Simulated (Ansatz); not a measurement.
A further run on BiH2(iPr) (C₃H₉Bi).

```yaml
crystal:
  periodic: [false, false, false]
  atoms:
    - {symbol: Bi, position_ang: [0.972799, 1.710068, 0.928063]}
    - {symbol: H, position_ang: [2.461007, 1.668100, -0.083007]}
    - {symbol: H, position_ang: [0.259675, 2.958236, -0.154668]}
    - {symbol: C, position_ang: [0.000820, -0.013768, -0.259437]}
    - {symbol: C, position_ang: [-1.491988, -0.039824, 0.014369]}
    - {symbol: C, position_ang: [0.690542, -1.320774, 0.087153]}
    - {symbol: H, position_ang: [0.185378, 0.240774, -1.314086]}
    - {symbol: H, position_ang: [-1.986404, 0.899752, -0.277292]}
    - {symbol: H, position_ang: [-1.711347, -0.217337, 1.081156]}
    - {symbol: H, position_ang: [-1.978410, -0.855748, -0.551031]}
    - {symbol: H, position_ang: [0.242625, -2.159884, -0.476117]}
    - {symbol: H, position_ang: [1.764882, -1.302405, -0.153200]}
    - {symbol: H, position_ang: [0.590442, -1.567210, 1.158097]}
basis:
  gaussian: {orbitals: def2-SVP, final_grid: {core_spheres: 8, valence_spheres: 7, degree: 23}}
hamiltonian: {xc: {name: PBE0}, dispersion: d3bj}
scf: {omitted_lower_state_checks: [starts]}
output: {forces: true}
```

```sh
$ ansatz run in.yaml --threads 4 --pin off --events-out ev --progress --plain --max-ram 3916MiB
```

Output, abridged:

```
Functional definition: PBE0
1240 factors; integrals over basis functions are off by at most 1.5e-3 eV
mean field evaluation 1: about -9083.1047 eV, gradient 5.5e1 eV
mean field evaluation 2: about -9073.9592 eV, gradient 7.8e1 eV
mean field evaluation 4: about -9091.0508 eV, gradient 4.1e0 eV
mean field evaluation 8: about -9091.2974 eV, gradient 9.6e-2 eV
mean field evaluation 16: about -9091.2975 eV, gradient 1.5e-5 eV
mean field -9091.29746871 eV, -334.0990196724 hartree, gradient 1.6e-5 eV, S^2 0.000000; 0 other end points of the search recorded, 0 dependent functions left out
reference -9091.29750227 eV, -334.0990209055 hartree; 25, 25 occupied and 88, 88 virtual orbitals, 1240 factors
Total energy: -9091.56278309 eV, -334.1087697958 hartree
Atom 0 at     0.972799     1.710068     0.928063 Å, force     0.002740     0.005148     0.009234 eV/Å
Atom 1 at     2.461007     1.668100    -0.083007 Å, force    -0.000359    -0.001944    -0.001876 eV/Å
Atom 2 at     0.259675     2.958236    -0.154668 Å, force    -0.001257    -0.001168    -0.001926 eV/Å
Atom 3 at     0.000820    -0.013768    -0.259437 Å, force    -0.000167    -0.000718    -0.015548 eV/Å
Atom 4 at    -1.491988    -0.039824     0.014369 Å, force    -0.001775    -0.008140     0.000995 eV/Å
Atom 5 at     0.690542    -1.320774     0.087153 Å, force    -0.006197    -0.005404     0.000969 eV/Å
Atom 6 at     0.185378     0.240774    -1.314086 Å, force     0.002014     0.003987     0.006461 eV/Å
Atom 7 at    -1.986404     0.899752    -0.277292 Å, force     0.000534    -0.001381     0.000198 eV/Å
Atom 8 at    -1.711347    -0.217337     1.081156 Å, force     0.002627     0.001553    -0.002823 eV/Å
Atom 9 at    -1.978410    -0.855748    -0.551031 Å, force    -0.001672     0.004584     0.003597 eV/Å
Atom 10 at     0.242625    -2.159884    -0.476117 Å, force     0.004874     0.000766     0.003509 eV/Å
Atom 11 at     1.764882    -1.302405    -0.153200 Å, force    -0.001368    -0.000155     0.000296 eV/Å
Atom 12 at     0.590442    -1.567210     1.158097 Å, force     0.000004     0.002872    -0.003087 eV/Å
Dipole moment:    -0.098644    -0.163927     0.078838 e Å
Checks for a lower state left out: starts
```

Hardware: 4 threads of Arm Neoverse V2 on a shared host. Wall time 1.2 s.

In the def2 sets Bi takes a core potential; there is no spin–orbit coupling.
